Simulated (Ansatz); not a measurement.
Computed with Ansatz on PBE0-D4/def2-TZVP structures; ΔE is electronic, products minus reactants. CBS: MP2 limit from def2 TZ/QZ plus the TZ coupled-cluster correction, frozen cores. DFT in def2-TZVPP. B3LYP here is the variant with VWN-RPA as its local correlation; programs differ in this. Elements past krypton have def2 core potentials. For Ge, I outer-core shells are correlated without core-valence functions, which leaves a few kJ/mol of doubt a bond. Scalar relativity is left out up to krypton. Each species was taken in one conformer, which may not be the lowest.

Consider the ligand exchange at a Ge–S bond: `F[Si](F)(Cl)[S][GeH2][Cl]` + HI → `[Cl][GeH2][I]` + `F[Si](F)(S)Cl`.

`F[Si](F)(Cl)[S][GeH2][Cl]`:

Cartesian coordinates in Å:
```
F -0.188 1.340 -1.360
Si -0.773 -0.127 -1.418
F -2.155 -0.064 -2.172
Cl 0.485 -1.252 -2.518
S -1.129 -0.868 0.510
Ge 0.519 0.146 1.617
Cl 2.416 -0.448 0.814
H 0.419 1.664 1.482
H 0.405 -0.390 3.045
```

HI:

```xyz
2

I     0.271    0.573   -0.496
H    -0.271   -0.573    0.496
```

`[Cl][GeH2][I]`:

```xyz
5

Cl   -1.661    0.091   -1.240
Ge   -0.069    0.048    0.196
I     2.065   -0.554   -0.957
H     0.065    1.455    0.781
H    -0.401   -1.039    1.221
```

`F[Si](F)(S)Cl`:

```xyz
6

F     1.102   -0.505   -1.245
Si    0.436    0.172    0.014
F     1.125    1.573    0.222
S    -1.605    0.545   -0.272
Cl    0.840   -1.018    1.596
H    -1.899   -0.767   -0.315
```

| level | ΔE (kcal/mol) | difference from CCSD(T)/CBS |
| --- | --- | --- |
| B3LYP-D4 | -6.0 | 0.8 |
| ωB97X-V | -6.4 | 0.4 |
| PBE | -7.8 | -1.0 |
| r2SCAN | -7.1 | -0.3 |
| PBE0 | -8.1 | -1.3 |
| HF/def2-TZVPP | -9.9 | -3.1 |
| SCS-MP2/def2-TZVPP | -6.6 | 0.2 |
| CCSD(T)/def2-TZVPP | -5.7 | 1.1 |
| HF/def2-QZVPP | -10.1 | -3.3 |
| CCSD/CBS(def2) | -7.4 | -0.6 |
| CCSD(T)/CBS | -6.8 | 0 |

Largest T1 diagnostic among the species: 0.011.

The D4 term adds +2.8 kcal/mol with B3LYP and +1.7 kcal/mol with PBE0; it sums over pairs of atoms, weighted by their polarisabilities, and B3LYP, whose exchange is more repulsive, gets the larger term. In def2-TZVPP, CCSD(T) changes the Hartree–Fock value by +4.2 kcal/mol (the triples alone add +0.6 kcal/mol) and MP2 by +3.6 kcal/mol.
